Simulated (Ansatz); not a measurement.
Z-matrix (Å, degrees):
```
Sn
Cl 1 2.281
O 1 1.970 2 109.7
F 1 1.895 2 107.0 3 -113.9
H 1 1.683 2 117.0 3 120.9
C 3 1.327 1 124.6 2 -41.9
F 6 1.329 3 110.5 1 -148.2
F 6 1.338 3 112.0 1 91.9
F 6 1.348 3 112.1 1 -28.0
```

Charge 0, multiplicity 1. Sn: def2 effective core potential.

(1) List the PBE0/def2-TZVPP orbital energies in eV (the Gaussian-basis code of Ansatz). (Best estimate.)

Results:

(1) Computed: Occupied: -2768.23, -675.16, -675.08, -675.02, -673.70, -524.18, -286.29, -260.06, -198.35, -198.20, -198.19, -142.34, -97.02, -96.99, -96.94, -37.25, -34.61, -34.51, -33.15, -31.40, -30.83, -30.68, -30.68, -30.18, -29.38, -23.51, -19.82, -17.58, -17.24, -17.08, -15.06, -13.68, -13.64, -12.96, -12.75, -12.68, -12.34, -12.20, -11.89, -11.78, -11.13, -10.81, -10.47, -10.08, -10.02. Lowest empty: -2.29, -0.74, -0.48, 1.39, 1.98, 2.71, 3.06, 3.33.
